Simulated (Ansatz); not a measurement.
C$_{2}$H$_{3}$NSe, SMILES `C[Se]C#N`, charge 0, multiplicity 1.

Task: Give a relaxed structure at PBE0-D4/def2-TZVP (the Gaussian-basis code of Ansatz). (Estimate.)

Result: Ansatz gave: 
Cartesian coordinates in Å:
```
C 0.304 0.941 -0.265
Se 0.965 -0.891 -0.336
C -0.492 -1.670 0.448
N -1.401 -2.184 0.941
H -0.611 1.023 -0.846
H 1.090 1.548 -0.712
H 0.146 1.233 0.770
```
Point group Cs.
